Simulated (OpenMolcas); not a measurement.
# 3d6 along the 24-electron sequence

```
Program             : OpenMolcas 26.06
Method              : SS-CASPT2, IPEA 0.25 Eh, imaginary shift 0.1 Eh
Basis               : ANO-RCC-VTZP
Scalar Hamiltonian  : DKH2, point nucleus
Spin-orbit coupling : state interaction with AMFI integrals over the reference wave functions, term energies averaged over their components
```

Active space for each ion: 6 electrons in 5 orbitals (3d); closed shells correlated by CASPT2: 3s 3p.

Computed levels in cm-1 above 5D4:

| Level | Fe2+ | Co3+ | Ni4+ | Cu5+ |
| --- | --- | --- | --- | --- |
| 5D3 | 438 | 657 | 857 | 1148 |
| 5D2 | 745 | 1111 | 1441 | 1915 |
| 5D1 | 943 | 1401 | 1814 | 2400 |
| 5D0 | 1040 | 1542 | 1996 | 2640 |
| 3P2(1) | 19420 | 22930 | 26410 | 29480 |
| 3H6 | 20310 | 23970 | 27750 | 31080 |
| 3H5 | 20530 | 24280 | 28140 | 31570 |
| 3H4 | 20690 | 24480 | 28370 | 31780 |
| 3P1(1) | 20690 | 24840 | 28900 | 32820 |
| weight of 5D in the lowest level (%) | 100 | 100 | 100 | 100 |

Measured, with the error of the calculation in %. Measured levels: Fe2+ from Corliss and Sugar, J. Phys. Chem. Ref. Data 11, 135 (1982); Co3+ from Sugar and Corliss, J. Phys. Chem. Ref. Data 10, 1097 (1981); Ni4+ from Corliss and Sugar, J. Phys. Chem. Ref. Data 10, 197 (1981); Cu5+ from Sugar and Musgrove, J. Phys. Chem. Ref. Data 19, 527 (1990).

```json
{"Level": "5D3", "Fe2+": "436 (+0.3)", "Co3+": "639 (+2.8)", "Ni4+": "890 (-3.7)", "Cu5+": "1196 (-4.0)"}
{"Level": "5D2", "Fe2+": "739 (+0.8)", "Co3+": "1078 (+3.1)", "Ni4+": "1490 (-3.3)", "Cu5+": "1987 (-3.6)"}
{"Level": "5D1", "Fe2+": "932 (+1.1)", "Co3+": "", "Ni4+": "1872 (-3.1)", "Cu5+": "2490 (-3.5)"}
{"Level": "5D0", "Fe2+": "1027 (+1.2)", "Co3+": "1494 (+3.3)", "Ni4+": "2058 (-3.0)", "Cu5+": "2733 (-3.4)"}
{"Level": "3P2(1)", "Fe2+": "19405 (+0.1)", "Co3+": "22883 (+0.2)", "Ni4+": "26153 (+1.0)", "Cu5+": "29285 (+0.7)"}
{"Level": "3H6", "Fe2+": "20051 (+1.3)", "Co3+": "23680 (+1.2)", "Ni4+": "27111 (+2.4)", "Cu5+": "30418 (+2.2)"}
{"Level": "3H5", "Fe2+": "20301 (+1.1)", "Co3+": "24032 (+1.0)", "Ni4+": "27578 (+2.0)", "Cu5+": "31009 (+1.8)"}
{"Level": "3H4", "Fe2+": "20482 (+1.0)", "Co3+": "24272 (+0.9)", "Ni4+": "27859 (+1.8)", "Cu5+": "31288 (+1.6)"}
{"Level": "3P1(1)", "Fe2+": "20688 (0)", "Co3+": "24729 (+0.5)", "Ni4+": "28698 (+0.7)", "Cu5+": "32685 (+0.4)"}
```

The fine-structure level 5D0 changes by a factor of 2.54 from Fe2+ to Cu5+. Its fourth root runs 5.68, 6.27, 6.68, 7.17, with steps per unit of Z of 0.59, 0.42, 0.48; equal steps would mean a (Z - σ)^4 law with constant σ.

3P2(1) changes by a factor of 1.52 over the same range, with steps per unit of Z of +3510, +3480, +3070 cm-1.

CASPT2 does not keep the components of a term degenerate, so their means are used; among the terms shown or strongly mixed into the levels shown the widest spread is 120 cm-1 (3d6 3F(1), Fe2+). Measured partners are found by configuration, term and J. A level has none where our copy of the source lacks it or the pairing is in doubt (some pairs that miss far off the trend of their configuration count as doubtful), and it then counts in no deviation. Only configurations of the active space appear.

A number in round brackets counts repeated terms of one configuration in the order of the reference energies.
